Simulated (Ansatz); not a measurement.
A run for Ansatz (a program for electronic structure): R-CCSD(T)/aug-cc-pVTZ on H2O (SMILES O).

Ansatz 0.2 input:
```yaml
crystal:
  periodic: [false, false, false]
  atoms:
    - {symbol: O, position_ang: [-0.00000000, -0.00000000, 0.38961139]}
    - {symbol: H, position_ang: [-0.00000000, 0.76498632, -0.19485569]}
    - {symbol: H, position_ang: [0.00000000, -0.76498632, -0.19485569]}
basis:
  gaussian:
    orbitals: aug-cc-pVTZ
magnetization: {spin_polarized: false}
correlation: {method: ccsd_t, electrons: outside_noble_gas}
scf: {lower_state_search: off}
```

### Question
Predict the final total energy.

### Answer
-76.3423 hartree (reference determinant -76.0602, T1 diagnostic 0.010).
